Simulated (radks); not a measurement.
Values are calculated unless marked as measured or tabulated.
Question: Radial electron density D(r) = 4 pi r^2 rho(r) of an atom or ion with 34 electrons. Level of theory: scalar-relativistic Kohn-Sham, PBE, spin-polarised, spherical densities, point nucleus (a radial shooting solver on a logarithmic mesh with Libxc functionals).

```
   r/bohr * D(r) (the largest magnitude, 51.1, reaches the edge; | marks zero)
 0.006369 |           *
 0.008842 |                  *
  0.01227 |                           *
  0.01704 |                                    *
  0.02384 |                                            *
   0.0331 |                                             *
  0.04595 |                                         *
  0.06378 |                                     *
  0.08854 |                                            *
   0.1239 |                                                      *
    0.172 |                                                 *
   0.2388 |                                *
   0.3315 |                               *
   0.4638 |                                     *
   0.6439 |                         *
   0.8938 |          *
    1.241 |    *
    1.736 |   *
     2.41 |*
    3.346 *
    4.645 *
      6.5 *
    9.023 *
    12.53 *
    17.39 *
    24.33 *
```

What is the nuclear charge?

Answer: Z = 35. The innermost maximum, from 1s, lies near gamma/Z bohr with gamma = sqrt(1 - (Z/c)^2) = 0.967, here 0.0276 bohr (found: 0.0298), and its height grows with Z. The density is that of the bromine ion Br+ in [Ar] 3d10 4s2 4p3 7p1; the configuration itself is not fixed sharply by these data, and Z only to about a unit. D(r) has 5 maxima, at r = 0.0298, 0.134, 0.449, 7.94, 17.0 bohr, and minima at 0.0623, 0.285, 5.45 bohr, inside which lie 2.07, 11.00, 33.05 electrons.
